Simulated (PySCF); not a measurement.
## Excitation energy of N by level of theory

N [He] 2s2 2p3 (4S) → N [He] 2s1 2p3 3s1 (6S), as a difference of total energies. Calculation: PySCF 2.14, in aug-cc-pVQZ with one added diffuse shell each of s, p, d, f, g type (7s6p5d4f3g, 105 functions); no relativity, point nucleus. Correlated levels: valence: 1s2 frozen. The calculations carry no spin-orbit coupling.

```
           method  excitation energy (eV)
              UHF                  13.896
              LDA                  16.339
              PBE                  16.175
             PBE0                  16.052
           r2SCAN                  15.718
             BLYP                  16.981
             PW91                  16.236
            B97-3                  16.616
            wB97X                  16.179
    MP2 (valence)                  15.838
SCS-MP2 (valence)                  16.272
```

**Question.** How much does correlation contribute at MP2 (valence)?

**Answer.** 15.838 − (13.896) = 1.942 eV, measured against UHF.

The upper state lies above the first ionisation limit, but in LS coupling its spin forbids autoionisation to the ground ion. A Rydberg-like electron needs more diffuse functions than a valence basis has.

The promoted electron is Rydberg-like, and one or two diffuse shells describe it only roughly, which tends to raise the upper state.
